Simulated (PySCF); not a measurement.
**[Nd(H2O)3]3+ at several levels of theory**

Computed with PySCF 2.14.0 (density fitting, no spin-orbit coupling) at the geometry relaxed with PBE:

```xyz
10
[Nd(H2O)3]3+ (singlet in the valence; each metal's 4f electrons, 3 of them, lie in its core potential, out of spins and levels)
Nd    0.0000    0.0000    0.0000
O     2.3274    0.0000    0.0000
H     2.9507   -0.7718    0.1101
H     2.9507    0.7719   -0.1101
O    -1.1637    2.0155    0.0000
H    -0.8070    2.9413    0.1101
H    -2.1438    2.1695   -0.1101
O    -1.1637   -2.0156    0.0000
H    -2.1438   -2.1695    0.1101
H    -0.8069   -2.9413   -0.1101
```

```
 level                                              basis    state  HOMO (eV)  gap (eV)  charge on Nd1 (e)  population of f-type functions on Nd1 (polarisation alone where 4f lies in the core)  dipole about the centre of mass (D)  largest force component (eV/Å)
   PBE  Nd lcecp-1-SVP with ECP49, O def2-SVP, H def2-SVP  singlet     -23.06      5.42               1.86                                                                                  0.05                                 0.00                            0.00
revPBE                                           the same  singlet     -23.02      5.42               1.88                                                                                  0.05                                 0.00                            0.17
r2SCAN                                           the same  singlet     -23.47      6.36               1.99                                                                                  0.05                                 0.00                            0.43
 wB97X                                           the same  singlet     -27.43     13.08               2.04                                                                                  0.05                                 0.00                            0.65
  BLYP                                           the same  singlet     -22.94      5.29               1.84                                                                                  0.05                                 0.00                            0.10
```

In the lcecp rows the 4f levels are missing from HOMO and gap, and the state counts the valence alone.

Charges are Mulliken's, which hang on the basis. The relaxation used the grid (50, 194), these runs (75, 302) or, all-electron (x2c bases, spin-free X2C Hamiltonian), (99, 590).

What does PBE with Nd lcecp-1-TZVP with ECP49, O def2-TZVP, H def2-TZVP give here?

state singlet, HOMO (eV) -23.11, gap (eV) 5.52, charge on Nd1 (e) 2.18, population of f-type functions on Nd1 (polarisation alone where 4f lies in the core) 0.06, dipole about the centre of mass (D) 0.00, largest force component (eV/Å) 0.32. Time: 15 s on 2 threads of Arm Neoverse V1, with other jobs on the host, from free ions and atoms.

In the first row's basis the gap widens with exact exchange: 5.3 to 6.4 eV for BLYP, PBE, revPBE, r2SCAN (none); 13.1 eV for wB97X (rising or full at long range).

A frequency check found unstable modes (1, the lowest at -16 cm⁻¹), so the relaxed geometry is a saddle point, or these are noise. An lcecp potential fixes the number of 4f electrons, so in runs with it no electron can move into or out of that shell.
